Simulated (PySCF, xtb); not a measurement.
C2H10FNSi2, SMILES NC[SiH2]C[SiH2]F.

xtb with GFN2-xTB at its own geometry gives an orbital gap of 4.69 eV and a dipole moment of 3.12 D.

Geometry: B3LYP-D3(BJ)/def2-SVP. This is a generated structure with no PubChem entry under its InChIKey; it may be hypothetical. One conformer was computed; it need not be the lowest.

Task: What does HF/def2-TZVP (PySCF) give? (Estimate from the structure and the level; the computed values follow.)

Result: gap 13.66 eV (levels -10.51 and 3.15 eV), dipole 3.58 D.
